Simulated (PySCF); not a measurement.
Zr(Cl)2(OH) (Cl2HOZr), SMILES [Cl][Zr+]([Cl])[OH], charge +1, multiplicity 1.

Geometry: B3LYP-D3(BJ)/def2-SVP. The spin state was assumed, not searched. The isomer is the one that the SMILES or the coordinates give; other isomers of the formula were not compared. The def2 effective core potentials stand for the cores of Zr; spin–orbit coupling is left out. The values are those of a single conformer.

Two levels are set side by side: TDDFT-PBE/def2-SVPD (PySCF) and TDDFT-PBE0/def2-SVPD (PySCF). Vertical, same geometry. The lowest singlet is HOMO→LUMO 99 % with PBE and HOMO→LUMO 97 % with the other functional; states are paired by order. Differences are taken from unrounded values.

```
quantity                              TDDFT-PBE0  TDDFT-PBE  TDDFT-PBE minus TDDFT-PBE0
------------------------------------  ----------  ---------  --------------------------
lowest singlet excitation (eV)              4.25       3.55                       -0.71
lowest triplet excitation (TDA) (eV)        4.16       3.48                       -0.68
```

Functionals without exact exchange tend to place singlet excitations lower, as here. Differences between two approximate levels are no errors against the true value.

Rough cost on one machine, each run with all the roots and properties that it gave: TDDFT-PBE0 against TDDFT-PBE about 3 times.
